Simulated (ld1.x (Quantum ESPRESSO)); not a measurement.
# What one change does to a pseudopotential (iron (Fe), RRKJ)

ld1.x (Quantum ESPRESSO) 7.5 input, shortened:

```
&input
   title='Fe', zed=26., rel=2, dft='WC', iswitch=3,
   config='[Ar] 3d6 4s2 4p0', rel_dist='average'
 /
 &inputp
   pseudotype=2, tm=.false., rho0=0.005, lloc=0,
   nlcc=.true.
 /
3
3P  2  1   6.00   0.00  1.35  1.35  0.0
3D  3  2   6.00   0.00  0.90  0.90  0.0
4S  1  0   2.00   0.00  2.45  2.45  0.0
 &test
   configts(1)='3p6 3d6 4s2 4p0'
 /
```

Open shells are filled in proportion to 2j + 1 (rel_dist='average').

All-electron outer shells of the reference configuration (Wu–Cohen, scalar-relativistic, ld1.x):

| shell | level (eV) | outermost node (bohr) | outermost maximum (bohr) |
| --- | --- | --- | --- |
| 2p | -698.48 | – | 0.18 |
| 3s | -93.81 | 0.33 | 0.70 |
| 3p | -59.96 | 0.30 | 0.72 |
| 3d | -7.54 | – | 0.71 |
| 4s | -5.33 | 1.00 | 2.41 |
| 4p | -1.29 | 1.10 | 3.25 |

Change: functional BLYP.

Cutoffs: the cutoffs (Ry, on a coarse ladder) from which the occupation-weighted sum of valence levels, in a spherical-Bessel basis at the reference potential, stays within 10 and 1 mRy of its value at 400 Ry; they do not see the model core or the augmentation charge, which bear on the density cutoff. Errors are all-electron minus pseudo energies relative to the spin-unpolarised reference configuration.

Q: How do hardness, ghosts and transferability respond?

A: The potential gets neither clearly harder nor softer (200 Ry and 230 Ry → 200 Ry and 230 Ry); of the 7 tests that both files solve, the error grows in 0 and shrinks in 2 by more than 15 % and 0.3 meV (median size 323.9 → 297.1 meV); neither file shows a bound ghost at the reference potential, the only one tested.

| quantity | base | changed |
| --- | --- | --- |
| cutoff, loose | 200 Ry | 200 Ry |
| cutoff, tight | 230 Ry | 230 Ry |
| bound ghosts | none | none |
| error for 3p6 3d6 4s1 4p0, meV [ΔE 8.76 → 8.73 eV] | -6.6 | -5.6 |
| error for 3p6 3d6 4s0 4p0, meV [ΔE 24.85 → 25.11 eV] | -51 | -40 |
| error for 3p6 3d5 4s0 4p0, meV [ΔE 59.07 → 59.34 eV] | -267 | -260 |
| error for 3p6 3d4 4s0 4p0, meV [ΔE 112.17 → 112.40 eV] | -1247 | -1223 |
| error for 3p6 3d5 4s2 4p1, meV [ΔE 8.79 → 8.73 eV] | -1225 | -1185 |
| error for 3p5 3d6 4s2 4p0, meV [ΔE 67.62 → 67.49 eV] | -394 | -395 |
| error for 3p6 3d7 4s0 4p0, meV [ΔE 6.57 → 6.78 eV] | -324 | -297 |
| s: phases at 2.65 bohr within 0.05 rad from the reference energy up to (Ry; the scan ends near 5) | 2.4 | 2.4 |
| p1/2: phases at 2.65 bohr within 0.05 rad from the reference energy up to (Ry; the scan ends near 5) | -0.9 | -0.9 |
| p3/2: phases at 2.65 bohr within 0.05 rad from the reference energy up to (Ry; the scan ends near 5) | -0.9 | -0.9 |
| d3/2: phases at 2.65 bohr within 0.05 rad from the reference energy up to (Ry; the scan ends near 5) | 0.5 | 0.5 |
| d5/2: phases at 2.65 bohr within 0.05 rad from the reference energy up to (Ry; the scan ends near 5) | 0.5 | 0.5 |

Base: These tests converged, but a pseudo level misses the all-electron one widely, so the file describes the atom poorly there or has found another state: 3p6 3d5 4s0 4p0: empty 4p by 3.0 eV (a node warning on the way); 3p6 3d4 4s0 4p0: empty 4p by 4.6 eV. Changed file: These tests converged, but a pseudo level misses the all-electron one widely, so the file describes the atom poorly there or has found another state: 3p6 3d5 4s0 4p0: empty 4p by 2.9 eV (a node warning on the way); 3p6 3d4 4s0 4p0: empty 4p by 4.6 eV.
